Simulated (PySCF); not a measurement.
Compound: fluorobenzene, C₆H₅F.
SMILES: `Fc1ccccc1`

Computed, not measured: PySCF, PBE/6-31+G* geometry optimisation, gas phase.

Take the most abundant isotopes and a rigid rotor. 

Give the principal moments of inertia and the rotational constants in MHz.

Ia = 90.37, Ib = 200.43, Ic = 290.80 u·Å²; 505379 MHz·u·Å²/I gives A = 5592, B = 2522, C = 1738 MHz.

Classify the top.

An asymmetric top: κ = (2 × 2522 − 5592 − 1738)/(5592 − 1738) = -0.59.

Is it planar, by Δ = Ic − Ia − Ib?

Planar: Δ = Ic − Ia − Ib = 0.00 u·Å². For a rigid frame Δ = −2 Σ m c², so it vanishes when all atoms lie in the ab plane; here none is more than 0.01 Å from it.

Give the coordinates in the principal-axis frame, origin at the centre of mass.

The sense of each axis is arbitrary; atoms in the order of the calculation.
```csv
atom,mass (u),a (Å),b (Å),c (Å)
F1,18.998,-2.230,0.000,0.000
C2,12.000,-0.861,0.000,0.000
C3,12.000,-0.189,-1.226,0.000
C4,12.000,1.215,-1.215,0.000
C5,12.000,1.920,0.000,0.000
C6,12.000,1.215,1.216,0.000
C7,12.000,-0.190,1.226,0.000
H8,1.008,-0.760,-2.159,0.000
H9,1.008,1.759,-2.166,0.000
H10,1.008,3.015,0.001,0.001
H11,1.008,1.758,2.166,0.000
H12,1.008,-0.761,2.159,0.000
```

Which lines would a microwave search look for?

The dipole components are |μa| = 1.62 D, |μb| = 0.00 D, |μc| = 0.00 D; the symmetry axis of this C2v structure is a, so μb and μc vanish by symmetry and there are no b-type or c-type lines. Some lines, for components of 0.1 D or more:

```csv
type,branch,"J(Ka,Kc)",MHz,lower level (cm⁻¹)
a,Q,"5(2,3) ← 5(2,4)",3717,2.580
a,R,"1(0,1) ← 0(0,0)",4259,0.000
a,Q,"3(1,2) ← 3(1,3)",4688,0.887
a,R,"2(0,2) ← 1(0,1)",8387,0.142
a,R,"3(1,3) ← 2(1,2)",11526,0.503
a,R,"3(0,3) ← 2(0,2)",12274,0.422
a,R,"4(2,3) ← 3(2,2)",16934,1.314
a,R,"4(3,1) ← 3(3,0)",17347,1.895
a,R,"4(2,2) ← 3(2,1)",18074,1.336
a,R,"4(1,3) ← 3(1,2)",18295,1.043
a,R,"5(1,5) ← 4(1,4)",18888,1.395
a,R,"5(2,4) ← 4(2,3)",21005,1.879
a,R,"5(4,1) ← 4(4,0)",21599,3.272
a,R,"5(1,4) ← 4(1,3)",22528,1.654
```

PBE/6-31+G* frequencies: not computed here. No vibrational averaging or centrifugal distortion is included, and the geometry carries the error of its method.

Time: 62 s; peak memory 0.52 GiB. Hardware: one thread, Arm Neoverse N1 (aarch64), no GPU, shared host. This is the geometry optimisation.
